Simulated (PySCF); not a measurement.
Predicted microwave data (PBE0-D3(BJ)/def2-SVP geometry optimisation, gas phase (PySCF)) for one isomer of [C8H12N]+:

* Rotational constants: A = 2495, B = 1491, C = 950.0 MHz
* Dipole components (about the centre of mass): |μa| = 1.31 D, |μb| = 1.50 D, |μc| = 0.00 D
* Inertial defect: -9.55 u·Å²
* κ: -0.30

Question: Which candidate fits, each taken in the one conformer that was computed?
A. `Cc1cc(C)[nH+]c(C)c1` (2,4,6-trimethylpyridinium)
B. `[CH2:1]=[C:2]([CH2:3][C:4]#[N+:5][CH3:6])[CH:7]1[CH2:8][CH2:9]1` (charge +1) with C1–C2–C3–C4 96°, C1–C2–C7–C8 -155°
C. `[CH3:1][CH2:2][c:3]1[cH:4][cH:5][cH:6][cH:7][n+:8]1[CH3:9]` (charge +1) with C1–C2–C3–C4 0°

Answer: C. It is CCc1cccc[n+]1C, an asymmetric top, point group Cs. The candidates at the same level (rigid rotor, commonest isotopes):

```json
{"SMILES": "C=C(CC#[N+]C)C1CC1", "A (MHz)": "2404", "B (MHz)": "1001", "C (MHz)": "818.7", "μa (D)": "6.12", "μb (D)": "0.09", "μc (D)": "0.65", "Δ (u·Å²)": "-97.63", "point group": "C1", "rotor": "asymmetric top"}
{"SMILES": "CCc1cccc[n+]1C", "A (MHz)": "2495", "B (MHz)": "1491", "C (MHz)": "950.0", "μa (D)": "1.31", "μb (D)": "1.50", "μc (D)": "0.00", "Δ (u·Å²)": "-9.55", "point group": "Cs", "rotor": "asymmetric top"}
{"SMILES": "Cc1cc(C)[nH+]c(C)c1", "A (MHz)": "1846", "B (MHz)": "1711", "C (MHz)": "902.9", "μa (D)": "1.87", "μb (D)": "0.08", "μc (D)": "0.12", "Δ (u·Å²)": "-9.53", "point group": "–", "rotor": "asymmetric top"}
```

`C=C(CC#[N+]C)C1CC1` has B 33 % too low; `Cc1cc(C)[nH+]c(C)c1` has A 26 % too low. In the right answer the mirror of this Cs structure is the ab plane, so μc vanishes by symmetry. No structure here is proved a minimum.
